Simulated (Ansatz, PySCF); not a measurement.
The pair A = NH3 (SMILES N) (first 4 atoms), B = N2 (SMILES N#N); geometry from B3LYP-D3(BJ)/def2-TZVP.
(charge 0, multiplicity 1):
```xyz
6

N     -0.077    -0.118    -0.355
H      0.881     0.150    -0.549
H     -0.660     0.690    -0.537
H     -0.139    -0.319     0.637
N     -0.010    -0.046     4.351
N     -0.069    -0.184     3.271
```

Correlated levels freeze the cores. CBS: X⁻³ extrapolation of the correlation energy, Hartree–Fock from the larger set.

Codes used: Ansatz (Gaussian basis) for Hartree–Fock, density functionals and correlated methods; PySCF for the dispersion terms. 

The monomers are drawn apart, rigid, along the line of their centres of mass. Counterpoise-corrected interaction energies (kcal/mol):

```tsv
level	R = 5.185 Å	R = 6.241 Å
PBE/def2-TZVPPD	-0.2122	-0.0627
PBE-D3(BJ)/def2-TZVPPD	-0.3159	-0.0940
wB97M-V/def2-TZVPPD	-0.2262	-0.0787
CCSD(T)/CBS(aug-cc-pVDZ, aug-cc-pVTZ)	-0.2467	-0.0834
```

Question: R is the distance of the centres of mass. Find the local exponent m of E ∝ R⁻ᵐ between the two points.

Answer: 
m = ln(E₁/E₂)/ln(R₂/R₁): PBE/def2-TZVPPD 6.6; PBE-D3(BJ)/def2-TZVPPD 6.5; wB97M-V/def2-TZVPPD 5.7; CCSD(T)/CBS(aug-cc-pVDZ, aug-cc-pVTZ) 5.9. For scale, two fixed dipoles give m = 3, dipole and quadrupole 4, quadrupoles 5, and dispersion or dipole-induced dipole 6 at long range; at these distances several terms mix, and what is left of overlap and damping shifts m, so it need not match one of them.

Ansatz is a quantum-chemistry and plane-wave program.
